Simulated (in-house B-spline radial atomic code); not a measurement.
Excitations of neutral magnesium by several methods

Full response, energies in eV; labels give the largest channel, * marks a mixed state, a dash one above the method's threshold, and an imaginary frequency an unstable closed-shell reference. Computed with a B-spline radial code for spherical atoms: linear response of the closed shell [Ne] 3s2 with each method's own kernel (bare exchange for TDHF, static screening on G0W0 levels for BSE, the adiabatic kernel for functionals); scalar-relativistic (spin-free one-electron X2C), finite nucleus, no spin-orbit coupling, no double excitations, S, P, D and F terms only.

```
           method  3s → 3p 3P  3s → 3p 1P  3s → 4s 3S  α (bohr³)
             TDHF       1.125       4.038       4.328      81.17
   BSE on G0W0@HF       2.917       4.889       5.232      64.24
         LDA VWN5       2.744       4.223           -      71.01
              PBE       2.338       4.160       4.507      73.64
             PBE0       2.227       4.189       4.678      74.61
  B3LYP (VWN-RPA)       2.626       4.209       4.662      71.91
        CAM-B3LYP       2.568       4.262       4.860      71.63
          LC-wPBE       1.929       4.205       4.995      76.53
            wB97X       2.736       4.250       4.970      73.89
            HSE06       2.269       4.205       4.705      74.04
        BHandHLYP       2.511       4.214       4.750      73.29
             BLYP       2.676       4.138       4.405      71.56
           PBEsol       2.377       4.165       4.513      73.62
             BP86       2.406       4.197       4.633      72.78
LDA exchange-only       1.907           -           -      77.42
            B97-1           ?           ?           ?          ?
             RPBE       2.201       4.094       4.431      75.98
             OLYP           ?           ?           ?          ?
```

What does OLYP give?

3s → 3p 3P: 2.271; 3s → 3p 1P: 3.967; 3s → 4s 3S: 4.215; α: 78.12 (eV, bohr³).

What does B97-1 give?

3s → 3p 3P: 2.587; 3s → 3p 1P: 4.173; 3s → 4s 3S: 4.565; α: 74.9 (eV, bohr³).

How do the methods fare for 3s → 3p 3P against experiment?

The measured term average is 2.714 eV (NIST). Among the methods with a real root, errors run from -1.59 eV (TDHF) to +0.20 eV (BSE on G0W0@HF); wB97X is closest (+0.02 eV).

How do the methods fare for 3s → 3p 1P against experiment?

The measured term average is 4.346 eV (NIST). Among the methods with a real root, errors run from -0.38 eV (OLYP) to +0.54 eV (BSE on G0W0@HF); CAM-B3LYP is closest (-0.08 eV).
